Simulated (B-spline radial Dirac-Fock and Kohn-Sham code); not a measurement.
# Elastic scattering of 22.2 keV electrons by atomic barium

Method: relativistic (Dirac) partial waves in the static field of the Dirac-Fock atom with Furness-McCarthy exchange, without polarisation or absorption potentials. Computed with a radial finite-basis atomic code.

Input file task.json (cfg lists n, l and occupation; rrms is the nuclear radius in fm):

```json
{"items": [{
  "Z": 56,
  "q": 0,
  "cfg": [[1, 0, 2], [2, 0, 2], [2, 1, 6], [3, 0, 2], [3, 1, 6], [3, 2, 10], [4, 0, 2], [4, 1, 6], [4, 2, 10], [5, 0, 2], [5, 1, 6], [6, 0, 2]],
  "A": 138,
  "rrms": 4.8378,
  "do": "elastic",
  "energies": [[22200.0, 0]],
  "theta": [5, 10, 15, 20, 25, 30, 35, 40, 45, 50, 55, 60, 65, 70, 75, 80, 85, 90, 95, 100, 105, 110, 115, 120, 125, 130, 135, 140, 145, 150, 155, 160, 165, 170, 175]
}]}
```

Command: `python xray2_run.py task.json out`

| θ (°) | dσ/dΩ (a₀²/sr) | Sherman function |
| --- | --- | --- |
| 5 | 10.7 | 0.000 |
| 10 | 1.28 | 0.000 |
| 15 | 0.357 | 0.001 |
| 20 | 0.137 | 0.004 |
| 25 | 0.0665 | 0.008 |
| 30 | 0.0374 | 0.012 |
| 35 | 0.0231 | 0.016 |
| 40 | 0.0151 | 0.018 |
| 45 | 0.0105 | 0.017 |
| 50 | 0.00754 | 0.012 |
| 55 | 0.00565 | 0.003 |
| 60 | 0.00437 | -0.010 |
| 65 | 0.00347 | -0.025 |
| 70 | 0.00283 | -0.044 |
| 75 | 0.00235 | -0.063 |
| 80 | 0.00199 | -0.083 |
| 85 | 0.00171 | -0.102 |
| 90 | 0.00150 | -0.120 |
| 95 | 0.00132 | -0.136 |
| 100 | 0.00119 | -0.150 |
| 105 | 0.00107 | -0.160 |
| 110 | 0.000984 | -0.167 |
| 115 | 0.000909 | -0.170 |
| 120 | 0.000848 | -0.170 |
| 125 | 0.000797 | -0.167 |
| 130 | 0.000755 | -0.161 |
| 135 | 0.000720 | -0.152 |
| 140 | 0.000691 | -0.141 |
| 145 | 0.000668 | -0.127 |
| 150 | 0.000648 | -0.112 |
| 155 | 0.000633 | -0.095 |
| 160 | 0.000620 | -0.078 |
| 165 | 0.000611 | -0.059 |
| 170 | 0.000605 | -0.040 |
| 175 | 0.000601 | -0.020 |

The total elastic cross section is 2.19 a₀², the first transport cross section 0.0304 a₀² and the second, weighted with (3/2) sin²θ, 0.0632 a₀². The mean deflection is ⟨1 − cos θ⟩ = 0.0139, and 0.26 % of the collisions scatter beyond 90°.
